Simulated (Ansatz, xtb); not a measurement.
# C8H7N: 4 structures ranked

4 gas-phase structures of C8H7N, from a drawn sample of its isomers (lower ones may exist). Each was relaxed with GFN2-xTB:

A. `Cc1cccc(C#N)c1`, a singlet
B. `C=CC#Cn1cccc1`, a singlet
C. `c1ccc2[nH]ccc2c1`, a singlet
D. `CC#Cc1ccncc1`, a singlet

Make a reasoned guess at their ranking by r2SCAN-D4/def2-SVP single-point energy.

Calculated order at r2SCAN-D4/def2-SVP: C (0.0), A (69.0), D (211.2), B (344.9) kJ/mol.

Energies above the lowest of each column, in kJ/mol; the last columns are at PBE0-D3(BJ)/def2-SVP geometries and were run for some of them only (a dash: not run or not comparable):

```
structure  GFN2-xTB  HF/STO-3G  r2SCAN-D4/def2-SVP  PBE0-D3(BJ)/def2-SVP  CCSD(T)/def2-SVP + ΔMP2/def2-TZVPP
        C       0.0        0.0                 0.0                   0.0                                 0.0
        A     120.8        7.5                69.0                  76.6                                18.9
        D     189.7      195.9               211.2                 219.1                               174.7
        B     253.3      371.1               344.9                     –                                   –
```

Every level run on C puts it lowest or level with the lowest. D keeps a small imaginary mode. Frequencies (GFN2-xTB) were run for A, C, D alone. ΔMP2 is the change of the MP2 energy from the smaller to the larger basis.

Over these structures GFN2-xTB departs from r2SCAN-D4/def2-SVP by 41.2 kJ/mol on average once a common shift is removed. A GFN2-xTB relaxation took about 0.15 s and the r2SCAN-D4/def2-SVP energy about 2.4 s on a shared host (Ansatz 0.2.0, xtb 6.7.1).
